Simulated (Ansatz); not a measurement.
Reaction (formal exchange of groups at a C–C bond): `CC=C(O)O` + `[NH2][SnH2][F]` → `[CH3][SnH]([NH2])[F]` + `C=C(O)O`

Calculated with Ansatz (gas phase, PBE0-D4/def2-TZVP geometries, no zero-point term in ΔE). CBS: MP2 limit from def2 TZ/QZ plus the TZ coupled-cluster correction, frozen cores. DFT in def2-TZVPP. def2 core potentials past Kr. For Sn outer-core shells are correlated without core-valence functions, which leaves a few kJ/mol of doubt a bond. Each species was taken in one conformer, which may not be the lowest.

Problem. Is it downhill or uphill in electronic energy at CCSD(T)/CBS, and by how much? (Best estimate.)

Solution. Computed: Downhill: ΔE = -36.2 kJ/mol.

Problem. What do these levels give: PBE-D4, r2SCAN-D4, PBE0-D4, HF/def2-TZVPP, CCSD/def2-TZVPP, HF/CBS(def2)? (Best estimate.)

Solution. Ansatz gave: PBE-D4 -26.0, r2SCAN-D4 -29.9, PBE0-D4 -26.8, HF/def2-TZVPP -29.8, CCSD/def2-TZVPP -31.4, HF/CBS(def2) -30.4 kJ/mol.

Largest T1 diagnostic among the species: 0.013.
